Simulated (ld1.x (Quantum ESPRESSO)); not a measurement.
selenium: one change to a TM semilocal potential, before and after

```
Element                 : Se
Generator               : ld1.x (Quantum ESPRESSO) 7.5
Type                    : norm-conserving Troullier–Martins (semilocal form)
Functional              : PBE
Relativity              : scalar-relativistic
Frozen core             : [Ar] 3d10
Valence charge          : 6
Reference configuration : 4s2 4p3.5 (charge +0.5)
Partial waves           : 4p (bound): rc 1.65 bohr; 4s (bound): rc 1.10 bohr
Local potential         : the s channel
Core correction         : none
```

Change: wave 4s (bound): rc 1.10 bohr becomes 4s (bound): rc 1.60 bohr.

Cutoffs: the cutoffs (Ry, on a coarse ladder) from which the occupation-weighted sum of valence levels, in a spherical-Bessel basis at the reference potential, stays within 10 and 1 mRy of its value at 400 Ry; they do not see the model core or the augmentation charge, which bear on the density cutoff. Errors are all-electron minus pseudo energies relative to the spin-unpolarised reference configuration.

Task: Predict the effect on cutoff, ghosts and configuration errors.

Result: The potential gets softer (90 Ry and 260 Ry → 40 Ry and 55 Ry); of the 7 tests that both files solve, the error grows in 2 and shrinks in 4 by more than 15 % and 0.3 meV (median size 2.7 → 1.6 meV); the range in which the s phases agree widens (upper end 1.5 → 4.6); neither file shows a bound ghost. A larger radius leaves more room for a smooth pseudo-wave, so fewer plane waves are needed. A semilocal file is local in each channel, so a ghost entry of none says nothing of the separable form that plane-wave codes build from it.

| quantity | base | changed |
| --- | --- | --- |
| cutoff, loose | 90 Ry | 40 Ry |
| cutoff, tight | 260 Ry | 55 Ry |
| loose cutoff by channel (10 mRy a level) | p 15 Ry, s 60 Ry | p 15 Ry, s 21 Ry |
| bound ghosts | none | none |
| error for 4s2 4p4, meV [ΔE -4.31 eV] | +0.7 | +0.4 |
| error for 4s2 4p3, meV [ΔE 6.54 eV] | -1.0 | -1.5 |
| error for 4s2 4p2, meV [ΔE 26.88 eV] | -2.7 | -11 |
| error for 4s2 4p4.3, meV [ΔE -5.90 eV] | +1.1 | +0.5 |
| error for 4s2 4p0, meV [ΔE 99.94 eV] | +87 | -38 |
| error for 4s1 4p5, meV [ΔE 6.57 eV] | +22 | +1.6 |
| error for 4s1 4p4, meV [ΔE 18.07 eV] | +17 | +3.1 |
| s: phases at 1.81 bohr within 0.05 rad from the reference energy up to (Ry; the scan ends near 5) | 1.5 | 4.6 |
| p: phases at 1.81 bohr within 0.05 rad from the reference energy up to (Ry; the scan ends near 5) | to the end of the scan | to the end of the scan |
